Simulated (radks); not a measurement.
Results of a calculation; reference values are marked as such.
Isoelectronic series with 9 electrons, all held in the configuration [He] 2s2 2p5, which need not be the ground one along the series. Code: a radial shooting solver on a logarithmic mesh with Libxc functionals. Model: scalar-relativistic Kohn-Sham, BLYP, spin-unpolarised, spherical densities, point nucleus. Total energies (hartree) and orbital eigenvalues (eV):

| ion | E (hartree) | 2p | 2s | 1s |
|---|---|---|---|---|
| F | -99.83694 | -11.1209 | -29.7749 | -664.2264 |
| Si5+ | -280.03848 | -188.1366 | -230.4357 | -1893.100 |
| K10+ | -555.28535 | -538.3862 | -606.1907 | -3814.937 |
| Cr15+ | -926.51999 | -1060.777 | -1157.099 | -6435.457 |
| Cu20+ | -1395.14810 | -1756.257 | -1886.111 | -9765.687 |
| Ru35+ | -3405.86908 | -4899.236 | -5190.428 | -24181.58 |
| In40+ | -4286.94686 | -6307.299 | -6687.091 | -30538.43 |
| Xe45+ | -5279.46737 | -7900.749 | -8396.651 | -37721.70 |

Estimate the row of Se25+.

Answer. E (hartree) -1962.99201; 2p -2626.397; 2s -2797.472; 1s -13820.37.
